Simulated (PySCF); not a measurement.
Dipole response of Mo²⁺ (molybdenum, charge +2)

[Kr] 4d4, high-spin 5D determinant. Computed with PySCF 2.14 in aug-cc-pVTZ-PP with one added diffuse shell each of s, p, d, f, g type with ECP28MDF (7s7p6d4f3g, 113 functions), with a scalar-relativistic core potential. Coupled (time-dependent) response in atomic units; α is the mean over directions.

| method | mean α (bohr³) | α xx, yy, zz | C₆ (like pair) | S(−4) |
| --- | --- | --- | --- | --- |
| UHF | 9.220 | 8.670, 8.670, 10.32 | 48.67 | 30.56 |
| PBE | 10.60 | 10.08, 10.08, 11.65 | 56.51 | 47.99 |
| PBE0 | 10.05 | 9.524, 9.524, 11.12 | 53.43 | 40.33 |

S(−4) is the Cauchy moment in α(ω) = α(0) + S(−4) ω² + …

Spin-orbit coupling is absent.

α(iu) at PBE:

```csv
u (hartree),α(iu) (bohr³)
0,10.60
0.0500,10.49
0.100,10.16
0.200,9.147
0.300,8.048
0.500,6.258
0.750,4.746
1.00,3.721
1.50,2.441
2.00,1.700
3.00,0.9352
5.00,0.3915
```

A single London oscillator, α(iu) = α/(1 + u²/ω²), gives C₆ = (3/4) ω α². Matching the computed C₆ needs ω = 4 × 56.51 / (3 × 10.60²) = 0.671 hartree.

For an ion, C₆ is the dispersion term alone; charge-induced terms of lower order in 1/R come first.

The components differ because the open shell of this determinant is not spherical; for a pure term their mean is the scalar polarisability.

Energies and moments cover only the electrons outside the core potential.
